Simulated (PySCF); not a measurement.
C4H8OSi, SMILES C1[SiH](C)CC1=O. Coordinates come from a PBE-D3(BJ)/def2-SVP optimisation. The structure was generated by enumeration, and PubChem lists no compound with its InChIKey, so it may never have been made.

These are PBE-D3(BJ)/def2-SVP (PySCF 2.14.0) values and carry that method's errors.

Harmonic wavenumbers (cm⁻¹): 84, 150, 166, 205, 371, 450, 507, 520, 599, 603, 685, 690, 713, 761, 818, 841, 873, 882, 995, 1042, 1075, 1101, 1217, 1316, 1336, 1379, 1382, 1796, 2176, 2977, 2983, 2989, 3077, 3080, 3095, 3097. Rotational constants (GHz): 7.406, 1.776, 1.600; symmetry number 1.

Question: Work out the zero-point energy and the ideal-gas rigid-rotor harmonic-oscillator thermochemistry at 298.15 K and 1 atm.

Answer: ZPE = ½ Σ hcν = ½ × 46032 cm⁻¹ = 65.81 kcal/mol. H − E(el) = 71.18 kcal/mol. Entropy in cal/(mol K): translation 39.72, rotation 27.13, vibration 17.33, total 84.18. G − E(el) = 46.09 kcal/mol. Cp = 30.44 cal/(mol K). Modes under 150 cm⁻¹ make the vibrational entropy uncertain.
